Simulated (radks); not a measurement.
Neutral fluorine inside a hard spherical wall (all orbitals vanish at R), configuration held at [He] 2s2 2p5 and not refilled when levels cross. Calculated with a radial shooting solver on a logarithmic mesh with Libxc functionals: scalar-relativistic Kohn-Sham, r2SCAN, spin-unpolarised, spherical densities, finite nucleus; meta-GGA in the generalised Kohn-Sham scheme; Fermi nuclear charge, rms radius 2.8976 fm. Eigenvalues in eV, with the zero of energy where the potential of the charges vanishes at infinity; a dash marks a level that is unbound or too diffuse for the functional's potential to be trusted. A positive occupied level is held by the wall or, in an anion where self-interaction has pushed it up, behind a barrier. The pressure on the wall is -dE/dV.

R (bohr)  E (hartree)  kinetic (hartree)    e(1s)    e(2s)    e(2p)  e(3s, empty)  e(3p, empty)  pressure (GPa)
free        -99.77706             99.698  -669.73  -31.571  -11.556             -             -               0
20          -99.77706             99.698  -669.73  -31.571  -11.556             -             -        < 0.0001
15          -99.77706             99.698  -669.73  -31.571  -11.556             -             -        < 0.0001
12          -99.77706             99.698  -669.73  -31.571  -11.556             -             -        < 0.0001
7           -99.77699             99.699  -669.72  -31.564  -11.549         2.524         5.092         0.00606
6           -99.77661             99.703  -669.68  -31.535  -11.519         3.937         7.252          0.0546
5           -99.77409             99.723  -669.49  -31.399  -11.375         6.785        11.233           0.533
4           -99.75633             99.841  -668.56  -30.789  -10.704        13.418        19.500            6.04
3.5         -99.72020            100.048  -667.18  -29.910   -9.708        20.268        27.241            22.4
2           -98.16119            106.042  -640.95  -12.368    9.987        111.89        113.84            2350
